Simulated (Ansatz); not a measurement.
```xyz
3

Li    0.0000    0.0000    0.0000
Be    0.0000    4.2917    3.2932
S     0.0000   -4.4642    3.4255
```

Basis set: pcseg-2 (spherical functions). Charge 0, multiplicity 2.

Computed with Ansatz (development build ahead of 0.2.0); each method stands on the lowest determinant of its kind that the runs found. Restricted functionals stand beside restricted open-shell atoms, which can lie above the unrestricted atoms usual in DFT and then raise those values.

The atomization energy at this shape (free ground-state atoms in the same class of orbitals less the molecule, no zero-point energy) of doublet BeLiS:

```tsv
method	atomization energy
r²SCAN (restricted open-shell)	0.98 kcal/mol
```

(1) What does r²SCAN (unrestricted) give?

## Answers

(1) 10.42 kcal/mol. Caution: charge can spread falsely over distant fragments; the shape is not the minimum. Caution for r²SCAN (unrestricted): the unrestricted determinant is spin contaminated.
